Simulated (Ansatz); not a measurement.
Consider the cleavage of the Ge–Al bond: `[F][GeH]([AlH2])[SiH3]` + NH₃ → `[NH2][GeH]([F])[SiH3]` + `[AlH3]`.

Gas-phase electronic energies from Ansatz, PBE0-D4/def2-TZVP geometries. CCSD(T)/CBS adds triple-zeta CCSD(T) − MP2 to the extrapolated MP2 energy (def2 sets, frozen cores). This one scheme is used for every species. DFT in def2-TZVPP. For Ge outer-core shells are correlated without core-valence functions, which leaves a few kJ/mol of doubt a bond. Scalar relativity is left out up to krypton. One conformer a species, not always the lowest.

`[F][GeH]([AlH2])[SiH3]`:

Cartesian coordinates in Å:
```
F 0.044 2.252 -0.578
Ge 0.584 0.642 -0.096
Al 0.090 0.363 2.330
Si -0.499 -0.855 -1.620
H 2.100 0.642 -0.418
H 0.549 -0.983 3.034
H -0.692 1.484 3.128
H -0.199 -0.489 -3.028
H -0.008 -2.234 -1.350
H -1.969 -0.822 -1.402
```

NH₃:

Cartesian coordinates in Å:
```
N 0.227 0.090 -0.140
H -0.534 0.755 -0.193
H -0.118 -0.788 -0.509
H 0.425 -0.057 0.842
```

`[NH2][GeH]([F])[SiH3]`:

Cartesian coordinates in Å:
```
N 0.692 0.162 1.727
Ge 0.817 0.218 -0.086
F 0.984 1.879 -0.647
Si -1.195 -0.588 -1.074
H 1.518 0.434 2.239
H -0.120 0.604 2.132
H 2.145 -0.451 -0.476
H -2.351 0.072 -0.412
H -1.290 -2.058 -0.881
H -1.200 -0.273 -2.524
```

`[AlH3]`:

Z-matrix (Å, degrees):
```
Al
H 1 1.586
H 1 1.586 2 120.0
H 1 1.586 2 120.0 3 -179.9
```

```
         level  ΔE (eV)
       PBE0-D4     0.18
          PBE0     0.18
  HF/CBS(def2)    -0.07
CCSD/CBS(def2)     0.07
```

Question: What does CCSD(T)/CBS give? (An estimate is asked.)

Answer: The calculation gave: +0.08 eV. The listed levels differ from it by 0.10, 0.10, -0.15, -0.01 eV.

Largest T1 diagnostic among the species: 0.013.

From PBE to PBE0 (25 % exact exchange), in def2-TZVPP and without D4, ΔE moves by −0.04 eV. In def2-TZVPP, CCSD(T) changes the Hartree–Fock value by +0.11 eV (the triples alone add +0.01 eV) and MP2 by +0.06 eV.
